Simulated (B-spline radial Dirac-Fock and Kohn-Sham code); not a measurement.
# Mo 4d3/2: cross section and angular parameters

System: the free molybdenum atom, [Kr] 4d5 5s1; threshold 6.35 eV (orbital energy of the model). Calculated with an atomic code on a B-spline grid, using Dirac-Hartree-Slater photoionisation with a Latter tail; cross sections with all multipoles, angular parameters from the dipole term and its interference with E2.

For linearly polarised light dσ/dΩ = σ/(4π) [1 + β P₂(cos θ) + (δ + γ cos²θ) sin θ cos φ], with θ from the polarisation vector and φ the angle between the beam and the projection of the electron momentum on the plane normal to the polarisation.

```csv
hν (eV),σ (kb),β,γ,δ
63.7,334,1.798,0.028,0.008
80,60.7,1.661,0.183,-0.015
100,?,?,?,?
109,52.5,-0.697,0.182,-0.046
111,55.4,-0.643,0.168,-0.044
200,95.5,0.663,-0.006,-0.008
223,89.5,0.784,-0.015,-0.004
460,31.4,1.226,0.016,0.017
464,30.9,1.229,0.017,0.017
483,28.5,1.240,0.023,0.018
676,13.7,1.301,0.099,0.028
977,5.51,1.302,0.224,0.040
1370,2.18,1.255,0.375,0.055
1486.9,1.72,1.238,0.417,0.059
1510,1.65,1.235,0.425,0.060
2000,0.704,1.161,0.578,0.079
2140,0.570,1.140,0.616,0.085
2150,0.561,1.139,0.619,0.085
2620,0.297,1.073,0.732,0.104
2984.4,0.192,1.026,0.807,0.119
3050,0.179,1.018,0.820,0.122
4000,0.0702,0.916,0.972,0.161
5640,0.0203,0.783,1.152,0.226
6540,0.0117,0.726,1.226,0.260
6840,0.00987,0.710,1.247,0.272
8047.8,0.00530,0.649,1.321,0.316
8180,0.00497,0.643,1.328,0.321
11100,0.00149,0.534,1.441,0.422
11900,0.00113,0.510,1.463,0.448
12300,0.000989,0.499,1.472,0.461
```

Q: Give the values at 100 eV.

A: σ = 40.9 kb, β = -0.794, γ = 0.260, δ = -0.055.
